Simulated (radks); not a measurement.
Species: Be III. Configuration: 1s1.75 2p0.25 (fractional occupations, a model configuration).

Calculated with a radial shooting solver on a logarithmic mesh with Libxc functionals: non-relativistic Kohn-Sham, PBE, spin-polarised, spherical densities, point nucleus; open shells are filled with parallel spins first.

Energy parts (hartree):
total: -12.55150
kinetic: 12.51473
electron-nucleus: -26.89047
Hartree: 3.84444
exchange-correlation: -2.02019

Orbitals (lengths in bohr, moments of r in powers of bohr; r(max) is where P^2 peaks):
| orbital | occ. | eigenvalue (hartree) | r(max) |
|---|---|---|---|
| 1s up | 1 | -5.23426 | 0.2612 |
| 1s down | 0.75 | -5.11661 | 0.2625 |
| 2s up | 0 | -0.89489 | 1.654 |
| 2p up | 0.25 | -0.75975 | 1.467 |

The highest occupied level is 2p up at -20.674 eV. The configuration is held as typed, so some empty levels lie below it. Spin moment in Bohr magnetons: 0.5. Virial ratio -V/T = 2.00294. Summed over all electrons, <r^2> = 1.461 bohr^2, which gives a Langevin (diamagnetic) susceptibility term of -1.16 x 10^-6 cm^3/mol. The spin density at the nucleus is 4.668 e/bohr^3 (1s 4.668), a Fermi contact field of 245 T. The density falls to 0.001 e/bohr^3 at r = 2.42 bohr. The electron density at the nucleus is 31.47 e/bohr^3.
